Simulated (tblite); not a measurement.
A geometry optimisation, step by step.

Compound: C4H5BrF2Si.
Bonds: F1–C2, C2–F3, C2–C4, C4–C5, C5–C6 (triple), C6–Si7, Si7–Br8. Hydrogens: H9 on C2; H10, H11 on C4; H12, H13 on Si7.

Computed with GFN2-xTB (tblite), gas phase: L-BFGS steps from a force-field or distance-geometry start until the largest atomic force falls under 0.01 eV/Å. 6 of its 58 geometries are shown.

Step 0: E = -717.6896 eV, largest atomic force 1.676 eV/Å
```
atom  x, y, z in Å  |  force x, y, z in eV/Å
F1     -2.186   -1.373   -0.260   -0.419   1.308  -0.923
C2     -2.212   -0.072   -0.788   -0.255  -0.332   0.712
F3     -3.501    0.426   -0.701    0.814  -0.927  -0.518
C4     -1.391    0.806    0.130    0.586  -0.219   1.131
C5     -0.006    0.340    0.252    0.677  -0.235   0.024
C6      1.140   -0.060    0.335   -1.559   0.597  -0.151
Si7     2.859   -0.657    0.503    0.392  -0.712   0.762
Br8     4.194    0.866   -0.435   -0.117  -0.203   0.039
H9     -1.833   -0.075   -1.834   -0.559  -0.265   0.409
H10    -1.394    1.836   -0.212   -0.073   0.149  -0.123
H11    -1.904    0.759    1.131    0.546   0.091  -0.634
H12     2.989   -2.006   -0.078    0.069   0.455  -0.173
H13     3.241   -0.790    1.940   -0.103   0.294  -0.555
```

Step 11: E = -717.9324 eV, largest atomic force 0.072 eV/Å
```
atom  x, y, z in Å  |  force x, y, z in eV/Å
F1     -2.233   -1.349   -0.316   -0.012   0.027  -0.006
C2     -2.208   -0.071   -0.764    0.034   0.045   0.042
F3     -3.494    0.357   -0.766    0.028  -0.017  -0.021
C4     -1.374    0.814    0.163    0.058   0.005   0.032
C5     -0.004    0.352    0.258   -0.011  -0.055  -0.043
C6      1.123   -0.061    0.347    0.005  -0.052   0.050
Si7     2.839   -0.704    0.554   -0.030   0.040  -0.034
Br8     4.162    0.802   -0.424   -0.003  -0.029  -0.012
H9     -1.854   -0.086   -1.807    0.025   0.002   0.047
H10    -1.395    1.840   -0.212   -0.045  -0.003  -0.033
H11    -1.825    0.792    1.160   -0.032  -0.006  -0.015
H12     3.015   -1.959   -0.160    0.009   0.037  -0.018
H13     3.244   -0.726    1.950   -0.025   0.006   0.010
```

Step 23: E = -717.9365 eV, largest atomic force 0.047 eV/Å
```
atom  x, y, z in Å  |  force x, y, z in eV/Å
F1     -2.241   -1.344   -0.306    0.002  -0.012   0.017
C2     -2.198   -0.069   -0.758   -0.001  -0.014  -0.012
F3     -3.482    0.362   -0.791    0.004   0.021  -0.009
C4     -1.373    0.817    0.172   -0.038   0.009  -0.007
C5     -0.009    0.346    0.269    0.005  -0.024  -0.013
C6      1.108   -0.090    0.367    0.011   0.022  -0.008
Si7     2.834   -0.701    0.548    0.038  -0.024   0.015
Br8     4.159    0.796   -0.442   -0.030  -0.001   0.009
H9     -1.823   -0.092   -1.793    0.024  -0.005   0.001
H10    -1.398    1.838   -0.215    0.004   0.018   0.008
H11    -1.833    0.798    1.164   -0.026   0.009   0.021
H12     3.028   -1.943   -0.182    0.000  -0.001   0.002
H13     3.225   -0.718    1.950    0.007   0.002  -0.026
```

Step 34: E = -717.9394 eV, largest atomic force 0.057 eV/Å
```
atom  x, y, z in Å  |  force x, y, z in eV/Å
F1     -2.272   -1.330   -0.271   -0.009  -0.026   0.005
C2     -2.183   -0.069   -0.755    0.011  -0.017  -0.019
F3     -3.455    0.383   -0.865    0.020   0.028  -0.003
C4     -1.380    0.819    0.191   -0.049   0.011  -0.026
C5     -0.021    0.338    0.301    0.025   0.002  -0.015
C6      1.099   -0.099    0.373   -0.014  -0.010   0.015
Si7     2.827   -0.708    0.535    0.043  -0.016   0.031
Br8     4.111    0.815   -0.462    0.007   0.019  -0.012
H9     -1.751   -0.126   -1.767   -0.013  -0.011  -0.007
H10    -1.388    1.839   -0.200   -0.009   0.017   0.006
H11    -1.863    0.807    1.172    0.003   0.003   0.036
H12     3.038   -1.945   -0.201   -0.023   0.008   0.005
H13     3.233   -0.722    1.932    0.007  -0.009  -0.015
```

Step 46: E = -717.9415 eV, largest atomic force 0.031 eV/Å
```
atom  x, y, z in Å  |  force x, y, z in eV/Å
F1     -2.319   -1.318   -0.247   -0.009  -0.004  -0.001
C2     -2.172   -0.073   -0.759    0.000   0.001   0.017
F3     -3.424    0.417   -0.928    0.000   0.000  -0.016
C4     -1.382    0.817    0.196    0.016   0.002   0.026
C5     -0.020    0.341    0.314   -0.013   0.000  -0.010
C6      1.093   -0.108    0.403    0.001   0.009   0.009
Si7     2.829   -0.708    0.536   -0.015   0.006  -0.006
Br8     4.071    0.839   -0.479    0.017   0.006  -0.009
H9     -1.704   -0.171   -1.750   -0.016   0.005  -0.008
H10    -1.399    1.840   -0.187    0.018  -0.005  -0.016
H11    -1.866    0.799    1.177   -0.015  -0.012   0.001
H12     3.018   -1.938   -0.214    0.003  -0.008  -0.011
H13     3.270   -0.735    1.920    0.012   0.000   0.023
```

Step 57: E = -717.9421 eV, largest atomic force 0.009 eV/Å
```
atom  x, y, z in Å  |  force x, y, z in eV/Å
F1     -2.346   -1.315   -0.243   -0.004   0.003  -0.008
C2     -2.175   -0.074   -0.760    0.000   0.003   0.001
F3     -3.418    0.432   -0.947    0.003   0.001   0.006
C4     -1.383    0.810    0.199    0.002   0.000   0.005
C5     -0.022    0.333    0.323   -0.004   0.002  -0.001
C6      1.097   -0.101    0.422   -0.002  -0.004  -0.005
Si7     2.833   -0.702    0.538   -0.003   0.003  -0.003
Br8     4.074    0.841   -0.487    0.002  -0.001   0.003
H9     -1.701   -0.183   -1.748    0.003  -0.005   0.003
H10    -1.391    1.833   -0.186    0.000  -0.002  -0.004
H11    -1.874    0.794    1.177   -0.002  -0.002   0.001
H12     3.011   -1.929   -0.221    0.001  -0.003  -0.001
H13     3.289   -0.738    1.918    0.004   0.005   0.003
```

Question: Summarise the path.

Answer: The energy falls by 0.2525 eV from step 0 to step 57; nine tenths of that is first reached at step 7. It falls at every step. The largest force goes from 1.676 to 0.009 eV/Å. Among the bonds F1–C2 changes most, from 1.404 to 1.354 Å; the atoms move by 0.129 Å rms after alignment.

What follows is the cost of the whole relaxation. Hardware: one thread of an Arm Neoverse V2 (shared host). Cost: 0.35 s of wall time.
